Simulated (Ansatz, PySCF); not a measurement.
Spin states of O2Ru (SMILES [O]=[Ru]=[O]), each relaxed with B3LYP-D3(BJ)/def2-TZVP.
State 1 (charge 0, multiplicity 1):
```xyz
3

Ru     0.146    -0.044     0.156
O      1.160     0.240    -1.143
O     -1.339    -0.149     0.917
```
State 2 (charge 0, multiplicity 3):
```xyz
3

Ru     0.23829    -0.07944     0.26111
O      1.06920     0.25082    -1.15905
O     -1.34076    -0.12411     0.82762
```

Singlets are restricted, other states unrestricted; no spin–orbit coupling, no relativity up to Kr; see below for the cores. The largest T1 diagnostic is 0.032.

Programs: Ansatz (a quantum-chemistry and plane-wave program) with Gaussian orbitals; PySCF for the dispersion terms.  In def2 rows elements past Kr take small-core potentials, without spin–orbit coupling.

**Question.** Estimate the energy of the multiplicity-3 state less that of the multiplicity-1 state that BLYP-D4/def2-TZVPP returns for this input.

**Answer.** 5.9 kcal/mol

**Question.** Estimate the energy of the multiplicity-3 state less that of the multiplicity-1 state that B3LYP-D3(BJ)/def2-TZVPP returns for this input.

**Answer.** 7.4 kcal/mol

**Question.** Predict the energy of the multiplicity-3 state less that of the multiplicity-1 state from CAM-B3LYP/def2-TZVPP.

**Answer.** 8.8 kcal/mol
